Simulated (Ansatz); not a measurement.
Potential energy curve for LiBr, singlet.

Computed with Ansatz (an electronic-structure program) with CCSD(T) on UHF/aug-cc-pVTZ, cores with 3d frozen.

### Question
Relative to R = 2.17 Å, what are the energies at R = 2.07, 2.50, 2.71, 2.98 Å?

### Answer
1.7 kcal/mol at 2.07 Å, 4.9 kcal/mol at 2.50 Å, 11.8 kcal/mol at 2.71 Å, 21.7 kcal/mol at 2.98 Å.

The unrestricted determinant behind UCCSD(T) is spin-contaminated at 5.36 to 8.70 Å (<S²> up to 1.0, against 0.00 for a pure singlet).
